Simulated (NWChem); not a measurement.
Run times for BHSClF (SMILES FB(S)Cl)

The species is BHSClF (5 atoms), meant as a singlet with charge 0. SMILES: `FB(S)Cl`. The coordinates come from a PBE0-D4/def2-TZVP relaxation. This is one conformer, not always the lowest.

```xyz
5

F    -0.5300   -1.1665    0.7149
B    -0.4251   -0.1510   -0.1196
S     1.0596    0.8510   -0.2110
Cl   -1.7763    0.2244   -1.1650
H     1.7217    0.1685    0.7392
```

Program: NWChem 7.3.0. Hardware: 1 thread of AMD EPYC 9R14 (Zen 4), shared host, so times are rough. Two-electron integrals are exact unless an approximation is named.

(1) Estimate their order by wall time, quickest first.
A. energy at M06-2X/6-311++G(3df,3pd), grid fine
B. energy at M06-2X/6-311++G(2d,2p), grid fine
C. energy at M06-2X/6-31G* (spherical functions), grid fine

## Answers

(1) C (7.5 s), B (25 s), A (65 s).
